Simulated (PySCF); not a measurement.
# One molecule, several mistakes: CGeH5N

All numbers below are calculated, not measured. They come from PySCF 2.14.0, an open-source quantum chemistry program, on an isolated molecule that a program drew, which may never have been made. The molecule is CGeH5N (charge 0, singlet), drawn as the SMILES string `[CH3][Ge][NH2]`.

Each row is a Hartree-Fock (HF) and frozen-core CCSD(T) single point in the cc-pVDZ basis, meant for a local HF minimum. Run 1 is clean. Each other run has one planted mistake out of seven kinds, and not every kind appears here: one electron removed, one electron added, multiplicity raised by two, geometry at a saddle point, minimal basis STO-3G, one bond length entered in bohr, all coordinates scaled. The reference is restricted for singlets and unrestricted otherwise, and also for a bond in bohr. Adding or removing an electron swaps singlet and doublet. Electrons count all cores. HOMO and LUMO are orbital energies over both spins, the gradient is its largest component, and the lowest frequency (negative if imaginary) is given only where the gradient is small. Bond lengths are over the 7 bonds as drawn. T1 is the CCSD diagnostic: over 0.02 (restricted) or 0.045 (unrestricted) a single reference is doubtful. Germanium has the cc-pVDZ-PP basis, with a core potential (ECP10MDF) in place of its 10 inner electrons, and its 3s, 3p and 3d shells are frozen in CCSD(T).

Geometry of the clean run:
```xyz
8
CGeH5N, angstrom
C    -0.6081    0.9725   -0.2955
Ge    0.3005   -0.7146   -0.8954
N    -0.5522   -0.8524   -2.4927
H    -0.2710    1.2771    0.6980
H    -0.3950    1.7866   -0.9974
H    -1.6942    0.8313   -0.2652
H    -1.2435   -0.2199   -2.8527
H    -0.3680   -1.6026   -3.1315
```

| run | electrons | basis functions | <S^2> | HOMO (eV) | LUMO (eV) | gradient (hartree/bohr) | lowest frequency (cm^-1) | mean bond (Å) | longest bond (Å) | T1 | HF (hartree) | CCSD(T) (hartree) | mistake |
|---|---|---|---|---|---|---|---|---|---|---|---|---|---|
| 1 | 50 | 76 | 0.000 | -8.51 | 1.91 | 3.5e-05 | 31 | 1.3020 | 2.008 | 0.0164 | -388.61105 | -389.06520 | no fault |
| 2 | 50 | 76 | 2.009 | -6.26 | 0.23 | 2.3e-02 | - | 1.3020 | 2.008 | 0.0146 | -388.53549 | -388.96579 | multiplicity raised by two |
| 3 | 50 | 76 | 0.000 | -8.29 | 2.22 | 4.3e-02 | - | 1.2382 | 1.909 | 0.0140 | -388.59222 | -389.03761 | all coordinates scaled |
| 4 | 50 | 76 | 0.762 | -8.82 | 1.39 | 1.6e-02 | - | 1.4413 | 2.071 | 0.0626 | -388.48871 | -388.93865 | ? |

**Which mistake was planted in run 4, and what did it cost?**

The mean bond changes by a factor of 1.107 and the longest by 1.031, so the molecule wasn't scaled as a whole. A length L in bohr read as angstrom grows by (1/0.5292 - 1) L = 0.890 L. The 7 bonds together grew by 7 x 0.1393 = 0.975 Å, which gives L = 1.096 Å. That is the length of one of the C-H bonds, 1.096 Å in the clean geometry. So the mistake is: one bond length entered in bohr. Subtracting run 1 and multiplying by 627.51 kcal/mol a hartree, the energy moved by 76.8 kcal/mol in HF and 79.4 kcal/mol in CCSD(T).

Cautions from the logs. Run 4: T1 is over the limit, so its CCSD(T) energy is less reliable.
